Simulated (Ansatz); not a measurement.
`C=CC[SiH2]Cl` at its PBE0-D4/def2-TZVP geometry, where that method's forces vanish. Charge 0, multiplicity 1.

| atom | x (Å) | y (Å) | z (Å) |
| --- | --- | --- | --- |
| C1 | 0.108 | -1.881 | -0.761 |
| C2 | 0.120 | -0.573 | -0.987 |
| C3 | -0.693 | 0.434 | -0.247 |
| Si4 | 0.376 | 1.193 | 1.092 |
| Cl5 | -0.615 | 2.760 | 1.996 |
| H6 | 0.752 | -2.554 | -1.315 |
| H7 | -0.550 | -2.325 | -0.021 |
| H8 | 0.802 | -0.178 | -1.737 |
| H9 | -1.048 | 1.232 | -0.906 |
| H10 | -1.565 | -0.023 | 0.229 |
| H11 | 1.634 | 1.729 | 0.519 |
| H12 | 0.680 | 0.187 | 2.136 |

(1) For each bond, give half the difference of the two atoms' forces along it (eV/Å; positive pushes the atoms apart) under PBE-D4, r2SCAN-D4, B3LYP-D4, ωB97M-V in def2-TZVPP. (Estimate.)

Results:

(1) Computed: 
```csv
bond,length (Å),PBE-D4,r2SCAN-D4,B3LYP-D4,ωB97M-V
C1–C2,1.328,0.38,0.18,0.08,-0.07
C1–H6,1.083,0.00,-0.07,-0.08,-0.05
C1–H7,1.086,0.02,-0.06,-0.07,-0.04
C2–C3,1.491,-0.15,0.02,0.15,0.29
C2–H8,1.088,0.05,-0.06,-0.12,-0.11
C3–Si4,1.874,0.04,0.02,0.07,-0.04
C3–H9,1.094,0.10,-0.02,-0.08,-0.09
C3–H10,1.094,0.12,-0.01,-0.07,-0.08
Si4–Cl5,2.062,0.16,0.04,0.20,0.10
Si4–H11,1.483,0.07,-0.03,-0.12,-0.13
Si4–H12,1.482,0.07,-0.03,-0.12,-0.14
```

B3LYP here is the variant with VWN-RPA as its local correlation; programs differ in this.
